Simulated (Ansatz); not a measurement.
Two isomers of FH5OSSi2: A = `O[SiH](F)[SiH2]S`, B = `O[SiH2]S[SiH2]F`.

Isolated molecules relaxed with PBE0-D4/def2-TZVP in Ansatz; ΔE leaves out vibrations. CCSD(T)/CBS adds triple-zeta CCSD(T) − MP2 to the extrapolated MP2 energy (def2 sets, frozen cores). Functionals use def2-TZVPP. B3LYP here is the variant with VWN-RPA as its local correlation; programs differ in this. One conformer a species, not always the lowest.

A:

Z-matrix (Å, degrees):
```
Si
F 1 1.604
Si 1 2.343 2 105.8
O 1 1.633 2 110.7 3 -115.8
H 1 1.479 2 107.1 3 128.2
S 3 2.157 1 103.6 2 -73.6
H 3 1.486 1 115.4 2 48.9
H 3 1.485 1 111.9 2 174.8
H 4 0.962 1 115.9 2 80.5
H 6 1.345 3 94.5 1 60.9
```

B:

```xyz
10

O     1.462   -1.608    0.082
Si    1.166   -0.319   -0.879
S     0.693    1.453    0.245
Si   -1.287    0.888    0.703
F    -1.278   -0.588    1.345
H     0.773   -1.850    0.706
H     2.414   -0.035   -1.615
H     0.021   -0.571   -1.792
H    -2.141    0.795   -0.501
H    -1.823    1.834    1.706
```

**Question.** Which is lower in electronic energy at CCSD(T)/CBS, and by how much? (Estimate.)

**Answer.** The calculation gave: B, by 68.9 kJ/mol.

**Question.** Give E(B) − E(A) in kJ/mol with ωB97M-V, PBE-D4, B2PLYP, MP2/def2-TZVPP, PBE0-D4, CCSD/def2-TZVPP, B3LYP-D4. (Estimate.)

**Answer.** Ansatz gave: ωB97M-V -71.6, PBE-D4 -54.9, B2PLYP -68.3, MP2/def2-TZVPP -77.7, PBE0-D4 -60.1, CCSD/def2-TZVPP -66.9, B3LYP-D4 -63.6. None reverses the order clearly.

Largest T1 diagnostic: 0.013.

From PBE to PBE0 (25 % exact exchange), in def2-TZVPP and without D4, E(B) − E(A) moves by −5.5 kJ/mol.
